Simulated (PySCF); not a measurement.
B(Me)(vinyl)(NH2) (C3H8BN), SMILES C=CB(C)N.

The structure is a stationary point at PBE-D3(BJ)/def2-SVP. The structure was generated by enumeration, and PubChem lists no compound with its InChIKey, so it may never have been made. Other conformers were not sampled.

Calculation: PBE-D3(BJ)/def2-SVP run with PySCF.

Harmonic, unscaled wavenumbers; measured fundamentals usually lie a few per cent lower.

Computed normal modes with their intensities:
```json
[
 {"mode": "1", "ν (cm⁻¹)": "88", "IR (km/mol)": "0.7", "moving atoms (share of kinetic energy)": "C 53 %, H 42 %"},
 {"mode": "2", "ν (cm⁻¹)": "121", "IR (km/mol)": "1.7", "moving atoms (share of kinetic energy)": "H 96 %"},
 {"mode": "3", "ν (cm⁻¹)": "205", "IR (km/mol)": "0.7", "moving atoms (share of kinetic energy)": "C 36 %, H 34 %, N 24 %"},
 {"mode": "4", "ν (cm⁻¹)": "295", "IR (km/mol)": "3.2", "moving atoms (share of kinetic energy)": "H 44 %, C 35 %, N 12 %, B 9 %"},
 {"mode": "5", "ν (cm⁻¹)": "338", "IR (km/mol)": "6.7", "moving atoms (share of kinetic energy)": "H 52 %, B 20 %, C 16 %, N 12 %"},
 {"mode": "6", "ν (cm⁻¹)": "461", "IR (km/mol)": "9.8", "moving atoms (share of kinetic energy)": "H 47 %, C 31 %, B 21 %"},
 {"mode": "7", "ν (cm⁻¹)": "524", "IR (km/mol)": "127.8", "moving atoms (share of kinetic energy)": "H 76 %, N 21 %"},
 {"mode": "8", "ν (cm⁻¹)": "547", "IR (km/mol)": "0.5", "moving atoms (share of kinetic energy)": "H 74 %, C 24 %"},
 {"mode": "9", "ν (cm⁻¹)": "668", "IR (km/mol)": "9.1", "moving atoms (share of kinetic energy)": "H 70 %, C 17 %, B 10 %"},
 {"mode": "10", "ν (cm⁻¹)": "703", "IR (km/mol)": "0.8", "moving atoms (share of kinetic energy)": "C 48 %, H 32 %, N 17 %"},
 {"mode": "11", "ν (cm⁻¹)": "817", "IR (km/mol)": "2.7", "moving atoms (share of kinetic energy)": "H 66 %, C 24 %"},
 {"mode": "12", "ν (cm⁻¹)": "841", "IR (km/mol)": "0.2", "moving atoms (share of kinetic energy)": "H 65 %, N 17 %, C 13 %"},
 {"mode": "13", "ν (cm⁻¹)": "862", "IR (km/mol)": "14.4", "moving atoms (share of kinetic energy)": "H 52 %, B 27 %, C 20 %"},
 {"mode": "14", "ν (cm⁻¹)": "931", "IR (km/mol)": "28.0", "moving atoms (share of kinetic energy)": "H 72 %, C 28 %"},
 {"mode": "15", "ν (cm⁻¹)": "994", "IR (km/mol)": "8.3", "moving atoms (share of kinetic energy)": "H 77 %, C 18 %"},
 {"mode": "16", "ν (cm⁻¹)": "1019", "IR (km/mol)": "8.2", "moving atoms (share of kinetic energy)": "H 90 %, C 10 %"},
 {"mode": "17", "ν (cm⁻¹)": "1145", "IR (km/mol)": "63.3", "moving atoms (share of kinetic energy)": "B 45 %, H 45 %"},
 {"mode": "18", "ν (cm⁻¹)": "1252", "IR (km/mol)": "3.2", "moving atoms (share of kinetic energy)": "H 76 %, C 23 %"},
 {"mode": "19", "ν (cm⁻¹)": "1275", "IR (km/mol)": "56.7", "moving atoms (share of kinetic energy)": "H 54 %, C 28 %, B 17 %"},
 {"mode": "20", "ν (cm⁻¹)": "1337", "IR (km/mol)": "62.1", "moving atoms (share of kinetic energy)": "H 48 %, B 39 %"},
 {"mode": "21", "ν (cm⁻¹)": "1382", "IR (km/mol)": "14.4", "moving atoms (share of kinetic energy)": "H 89 %, C 9 %"},
 {"mode": "22", "ν (cm⁻¹)": "1388", "IR (km/mol)": "17.1", "moving atoms (share of kinetic energy)": "H 88 %, C 9 %"},
 {"mode": "23", "ν (cm⁻¹)": "1412", "IR (km/mol)": "5.6", "moving atoms (share of kinetic energy)": "H 76 %, B 18 %"},
 {"mode": "24", "ν (cm⁻¹)": "1547", "IR (km/mol)": "126.9", "moving atoms (share of kinetic energy)": "H 67 %, N 22 %, B 11 %"},
 {"mode": "25", "ν (cm⁻¹)": "1634", "IR (km/mol)": "17.1", "moving atoms (share of kinetic energy)": "C 86 %, H 12 %"},
 {"mode": "26", "ν (cm⁻¹)": "2959", "IR (km/mol)": "5.8", "moving atoms (share of kinetic energy)": "H 97 %"},
 {"mode": "27", "ν (cm⁻¹)": "3036", "IR (km/mol)": "7.3", "moving atoms (share of kinetic energy)": "H 91 %, C 9 %"},
 {"mode": "28", "ν (cm⁻¹)": "3038", "IR (km/mol)": "28.3", "moving atoms (share of kinetic energy)": "H 94 %"},
 {"mode": "29", "ν (cm⁻¹)": "3049", "IR (km/mol)": "6.9", "moving atoms (share of kinetic energy)": "H 92 %, C 8 %"},
 {"mode": "30", "ν (cm⁻¹)": "3056", "IR (km/mol)": "25.7", "moving atoms (share of kinetic energy)": "H 91 %, C 9 %"},
 {"mode": "31", "ν (cm⁻¹)": "3128", "IR (km/mol)": "20.6", "moving atoms (share of kinetic energy)": "H 89 %, C 11 %"},
 {"mode": "32", "ν (cm⁻¹)": "3503", "IR (km/mol)": "15.3", "moving atoms (share of kinetic energy)": "H 96 %"},
 {"mode": "33", "ν (cm⁻¹)": "3607", "IR (km/mol)": "14.2", "moving atoms (share of kinetic energy)": "H 91 %, N 9 %"}
]
```
